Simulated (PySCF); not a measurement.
Cost of one run: geometry optimisation, [WSCl4]- (`[S]=[W-]([Cl])([Cl])([Cl])[Cl]`) [radical].

Method: PBE0-D3(BJ)/def2-SVP geometry optimisation, gas phase, def2 core potentials past Kr (PySCF 2.14.0). Work: geometry optimisation from a GFN2-xTB start, density fitting, unrestricted. The input is one job of a driver script: a line of settings, then coordinates in Å.

Input:
```
{"job": {"xc": "PBE0", "basis": "def2-SVP", "d3": "d3bj", "grid": 1, "maxiter": 40, "kind": "geom"}, "charge": -1, "multiplicity": 2}
W      0.000100    -0.000320     0.118880
S      0.003140    -0.007710     2.303700
Cl     2.221790     0.013150    -0.609220
Cl    -0.013380     2.223860    -0.597370
Cl    -2.223580    -0.008320    -0.603350
Cl     0.011920    -2.220660    -0.612650
```

Hardware: Arm Neoverse V2, one thread, on a shared host.

The basis has 122 functions.

Problem. Which is nearest to the wall time?
A. 9.7 s
B. 77 s
C. 1.3 s

Solution. B. The run took 77 s. The run took 6 energy-and-gradient evaluations and 49 SCF cycles, 13 s an evaluation on average.

Problem. At this speed, how long would 5000 such jobs take on 8 cores, one job a core?

Solution. 5000/8 gives 625 rounds of 77 s, about 13 h of wall time and 110 core-hours, if the jobs don't slow each other.

The output:
```
step   0  E = -2304.99351374  max force = 0.033167
step   1  E = -2304.99620909  max force = 0.016277
step   2  E = -2304.99651817  max force = 0.002027
step   3  E = -2304.99656093  max force = 0.000633
step   4  E = -2304.99659208  max force = 0.000193
step   5  E = -2304.99659267  max force = 0.000035
optimisation converged
```

Energies in Eh; «max force» is the largest Cartesian gradient component in Eh/bohr.

The host was shared with other jobs, so the times are rough.

The run converged: final energy -2304.99659 Eh after 5 steps.
